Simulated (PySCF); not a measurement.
Simulated Si 2p region for `CC(C)[SiH3]`, binding energy against the vacuum level.

Every computed line was given a Gaussian of 0.6 eV full width at half maximum and an area set by the number of equivalent atoms (split 2:1 within a doublet); the highest printed point is 100. Computed with delta-SCF UKS SCAN, pcX-2 on the ionised atom, pcseg-1 elsewhere, spin-free X2C in PySCF.

| binding energy (eV) | intensity |
| --- | --- |
| 105.6 | 1 |
| 105.7 | 2 |
| 105.8 | 5 |
| 105.9 | 13 |
| 106.0 | 26 |
| 106.1 | 46 |
| 106.2 | 69 |
| 106.3 | 90 |
| 106.4 | 100 |
| 106.5 | 98 |
| 106.6 | 86 |
| 106.7 | 72 |
| 106.8 | 63 |
| 106.9 | 58 |
| 107.0 | 55 |
| 107.1 | 50 |
| 107.2 | 41 |
| 107.3 | 29 |
| 107.4 | 18 |
| 107.5 | 9 |
| 107.6 | 4 |
| 107.7 | 2 |
| 107.8 | 1 |
| 107.9 | 0 |

Q: Count the maxima, the lines and the sites behind this envelope.

A: The curve has 1 maximum (at 106.4 eV). Under it lie 2 lines from 1 inequivalent silicon site, drawn as a 2p3/2, 2p1/2 pair. At this width some lines have no maximum of their own.

Q: Decompose the envelope and assign each component. Numbering: `[CH3:1][CH:2]([CH3:3])[SiH3:4]`.

A: 
```
position (eV)  relative area      line  atoms   environment
       106.41           0.67  Si 2p3/2    Si4  SiH3 silicon
       107.04           0.33  Si 2p1/2    Si4  SiH3 silicon
```

Q: What are the centre and the root-mean-square width of the whole band?

A: The area-weighted mean of the lines is 106.62 eV. Their own spread about it is 0.29 eV (rms) and each Gaussian has σ = 0.6/2.355 = 0.25 eV; the variances add, which gives 0.39 eV.

Shake-up satellites, vibrational structure and lifetime widths aren't simulated. For 2p shells one spin-free hole was relaxed; a mean-field spin–orbit operator and the ground-state splitting of the three 2p orbitals were then diagonalised within the shell. The shell's mean is (2 × 2p3/2 + 2p1/2)/3, and the degeneracies 2j + 1 give areas of 2:1. 2p1/2 minus 2p3/2 (ligand field included): Si 0.62 eV. Isolated species at its PBE0-D3(BJ)/def2-SVP geometry, gas phase.
